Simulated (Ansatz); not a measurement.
Gas-phase electronic energies from Ansatz, PBE0-D4/def2-TZVP geometries. CCSD(T)/CBS adds triple-zeta CCSD(T) − MP2 to the extrapolated MP2 energy (def2 sets, frozen cores). This one scheme is used for every species. Functionals use def2-TZVPP. HSE06 is defined as in plane-wave codes. For Ge outer-core shells are correlated without core-valence functions, which leaves a few kJ/mol of doubt a bond. Scalar relativity is left out up to krypton. One conformer a species, not always the lowest.

Reaction (formal exchange of groups at a Ge–C bond): `S=[CH][GeH3]` + `[SiH3][SiH2][SiH2][SiH3]` → `[SiH3][SiH2][SiH2][SiH2][GeH3]` + `C=S`

`S=[CH][GeH3]`:

```xyz
7

S     0.363    2.031   -1.245
C    -0.374    0.662   -0.841
Ge    0.219   -0.530    0.602
H    -1.267    0.356   -1.394
H    -0.922   -0.672    1.624
H     0.512   -1.918    0.005
H     1.470    0.070    1.248
```

`[SiH3][SiH2][SiH2][SiH3]`:

Z-matrix (Å, degrees):
```
Si
Si 1 2.338
H 1 1.488 2 111.3
H 1 1.488 2 109.6 3 120.3
H 1 1.488 2 109.9 3 -120.5
Si 2 2.338 1 109.8 3 177.7
H 2 1.490 1 109.3 3 -62.8
H 2 1.490 1 109.9 3 55.8
Si 6 2.338 2 109.8 1 56.6
H 6 1.490 2 109.1 1 -63.0
H 6 1.490 2 110.6 1 178.1
H 9 1.488 6 111.3 2 177.5
H 9 1.488 6 109.6 2 -62.2
H 9 1.488 6 109.9 2 57.0
```

`[SiH3][SiH2][SiH2][SiH2][GeH3]`:

Cartesian coordinates in Å:
```
Si 2.417 -0.997 0.397
Si 0.449 -1.841 -0.542
Si -0.601 -0.163 -1.790
Si -0.770 1.751 -0.459
Ge -1.726 1.184 1.646
H 3.134 -2.038 1.181
H 3.319 -0.502 -0.678
H 2.090 0.140 1.299
H -0.469 -2.271 0.550
H 0.752 -3.026 -1.392
H 0.197 0.125 -3.015
H -1.962 -0.602 -2.207
H -1.598 2.796 -1.121
H 0.593 2.309 -0.233
H -3.102 0.526 1.447
H -1.904 2.427 2.534
H -0.820 0.184 2.385
```

`C=S`:

```xyz
4

C     0.047   -0.090   -0.041
S    -0.641    1.222    0.562
H     0.426   -0.130   -1.063
H     0.168   -1.003    0.543
```

**Question.** Is it downhill or uphill in electronic energy at CCSD(T)/CBS, and by how much? (Estimate.)

**Answer.** Computed: Downhill: ΔE = -38.8 kJ/mol.

**Question.** What do these levels give: LDA (SPW92), r2SCAN0-D4, r2SCAN, HSE06, CCSD(T)/def2-SVP, SCS-MP2/def2-TZVPP? (Estimate.)

**Answer.** The calculation gave: LDA (SPW92) -41.6, r2SCAN0-D4 -42.6, r2SCAN -38.7, HSE06 -40.5, CCSD(T)/def2-SVP -37.3, SCS-MP2/def2-TZVPP -30.9 kJ/mol.

Largest T1 diagnostic among the species: 0.016.

Leaving LDA and LC-ωPBE aside and taking each functional with its dispersion term where it has one, the values, not all of them listed here, spread over 13.3 kJ/mol, from PBE0-D4 to B2PLYP. The D4 term adds −8.2 kJ/mol with B3LYP and −5.2 kJ/mol with PBE0; it sums over pairs of atoms, weighted by their polarisabilities, and B3LYP, whose exchange is more repulsive, gets the larger term.

B3LYP here is the variant with VWN-RPA as its local correlation; programs differ in this.
